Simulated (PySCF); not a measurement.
**[Eu(NH2)4]−: from a saddle point downhill**

PySCF 2.14.0, RKS B3LYP, Eu lcecp-1-SVP with ECP52, N def2-SVP, H def2-SVP; non-relativistic Hamiltonian with scalar-relativistic core potentials where named; density fitting; no spin-orbit coupling. Relaxed within the symmetry of its start, the geometry (D2d) is

```xyz
13

Eu    0.0000    0.0000    0.0000
N     1.1453    1.4203    1.4203
H     1.5445    1.1868    2.3341
H     1.5445    2.3341    1.1868
N    -1.1453   -1.4203    1.4203
H    -1.5445   -1.1868    2.3341
H    -1.5445   -2.3341    1.1868
N     1.1453   -1.4203   -1.4203
H     1.5445   -2.3341   -1.1868
H     1.5445   -1.1868   -2.3341
N    -1.1453    1.4203   -1.4203
H    -1.5445    2.3341   -1.1868
H    -1.5445    1.1868   -2.3341
```

and its lowest harmonic modes are -118, 78, 78, 84, 94, 96 cm⁻¹ (negative: unstable). It was moved along the lowest mode and relaxed again, within the group S4 that the move left.

**Question.** Where does it end, and how much lower?

**Answer.** In S4, 0.086 eV lower, after 26 steps:
```xyz
13

Eu    0.0001    0.0000    0.0000
N     1.3859    1.2444    1.3588
H     1.3421    1.4403    2.3617
H     2.2523    1.6869    1.0374
N    -1.3858   -1.3588    1.2445
H    -2.2526   -1.0376    1.6864
H    -1.3420   -2.3618    1.4403
N     1.3859   -1.2444   -1.3588
H     2.2523   -1.6869   -1.0374
H     1.3421   -1.4403   -2.3617
N    -1.3858    1.3588   -1.2445
H    -1.3420    2.3618   -1.4403
H    -2.2526    1.0376   -1.6864
```

**Question.** How do the contacts change?

**Answer.** 
| contact | saddle (Å) | end (Å) |
| --- | --- | --- |
| Eu1–N2 (NH2) | 2.312 | 2.306 |
| Eu1–N5 (NH2) | 2.312 | 2.306 |
| Eu1–N8 (NH2) | 2.312 | 2.306 |
| Eu1–N11 (NH2) | 2.312 | 2.306 |


**Question.** Is the end a minimum?

**Answer.** Yes; lowest modes 87, 88, 88, 98, 116, 165 cm⁻¹.

An lcecp potential fixes the number of 4f electrons, so in runs with it no electron can move into or out of that shell.

State: singlet in the valence, with the 4f electrons in the core potential.
